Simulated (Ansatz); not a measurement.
Relaxation of AlBCl2H4O2 (10 atoms, charge 0, multiplicity 1), to a largest force component of 0.03 eV/Å in at most 50 steps.

All numbers below come from Ansatz, RKS B3LYP/cc-pVDZ.

```xyz
10
Properties=species:S:1:pos:R:3
B -0.038 -0.632 0.112
Cl 0.656 -0.686 1.815
O 0.762 -0.477 -0.951
H 1.669 -0.241 -0.707
Cl -1.733 -1.085 -0.126
O -0.425 1.915 0.535
Al -1.803 2.967 0.311
H -2.300 3.125 -1.179
H -2.418 3.691 1.580
H -0.071 1.752 1.438
```

Where does it end, and by what steps?

It converged. After 38 steps the energy has fallen by 1.496 eV; Cl5 moved furthest, 2.00 Å. Parted: B1–Cl5 (1.77 → 3.86 Å). Joined: B1–O6 (2.61 → 1.39 Å), Cl5–Al7 (4.08 → 2.18 Å).

| step | energy less start (eV) | largest force component (eV/Å) | accepted |
| --- | --- | --- | --- |
| 0 | 0.0000 | 0.701 | yes |
| 2 | -0.0333 | 0.158 | yes |
| 4 | -0.0387 | 0.094 | yes |
| 6 | -0.0424 | 0.125 | yes |
| 8 | -0.0474 | 0.288 | yes |
| 10 | -0.0650 | 0.243 | yes |
| 12 | -0.0895 | 0.305 | yes |
| 14 | -0.1212 | 0.246 | yes |
| 16 | -0.4569 | 1.473 | yes |
| 18 | -0.7540 | 1.824 | yes |
| 20 | -0.8426 | 0.303 | yes |
| 22 | -0.8905 | 2.639 | no |
| 24 | -1.1144 | 1.344 | yes |
| 26 | -1.3622 | 1.913 | yes |
| 28 | -1.4589 | 0.369 | yes |
| 30 | -1.4781 | 0.362 | yes |
| 32 | -1.4906 | 0.142 | yes |
| 34 | -1.4948 | 0.090 | yes |
| 36 | -1.4959 | 0.046 | yes |
| 38 | -1.4963 | 0.013 | yes |

```xyz
10
Properties=species:S:1:pos:R:3
B 0.596 0.372 0.477
Cl 1.663 -0.366 1.694
O 0.613 0.080 -0.828
H 1.242 -0.611 -1.076
Cl -3.217 0.250 -0.095
O -0.317 1.339 0.895
Al -2.060 2.091 0.009
H -1.527 2.654 -1.369
H -2.394 3.002 1.271
H -0.299 1.518 1.848
```

Time of the run: 100 s on 4 threads of Arm Neoverse V1 (shared host), peak memory 0.32 GiB.
